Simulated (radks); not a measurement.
Task: The krypton ion Kr10+ is in [Ar] 3d8. Method: scalar-relativistic Kohn-Sham, PBE, spin-polarised, spherical densities, finite nucleus; Fermi nuclear charge, rms radius of each element as measured or else 0.836 A^(1/3) + 0.57 fm; computed with a radial shooting solver on a logarithmic mesh with Libxc functionals. Open shells are filled with parallel spins first. One electron is removed from 3p, 3d, 3s, 2p in turn, with full relaxation. Which removal costs least, and what does each cost?

Result: 3d 309.06 eV; 3p 422.59 eV; 3s 492.03 eV; 2p 1925.6 eV. The 3d electron leaves first.
